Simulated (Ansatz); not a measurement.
Molecule: chloro selenohypochlorite, SeCl2, charge 0, multiplicity 1. SMILES: Cl[Se]Cl
Geometry from a B3LYP-D3(BJ)/def2-TZVP (Ansatz, a first-principles code) optimisation:
```
Se
Cl 1 2.1758
Cl 1 2.1758 2 101.74
```

Property: atomisation energy, in kcal/mol. Conventions: LANL2DZ with its own core potentials from Na on; no spin-orbit coupling; 6-31G* and kin with 6d, 5d where marked; atomisation electronic, to ground-state atoms; no dispersion term unless named; non-relativistic; open shells spin-unrestricted. First-principles rows: single points at B3LYP-D3(BJ) geometries (Ansatz).

```csv
level,program,atomisation energy (kcal/mol)
B3LYP/STO-3G,Ansatz,136.9
B3LYP/3-21G,Ansatz,86.2
B3LYP/LANL2DZ,Ansatz,71.0
B3LYP/6-31G,Ansatz,83.0
B3LYP/6-31G*,Ansatz,113.8
B3LYP/def2-SVP,Ansatz,115.8
B3LYP/6-31G* with LANL2DZ past Ar,Ansatz,91.0
B3LYP/def2-TZVPD,Ansatz,121.0
```

No value to compare with is used here. The 7 habitual levels span 71.0 (B3LYP/LANL2DZ) to 136.9 kcal/mol (B3LYP/STO-3G); B3LYP/def2-TZVPD gives 121.0.

The sets are all those run for this method; runs whose electronic state is in doubt are left out.
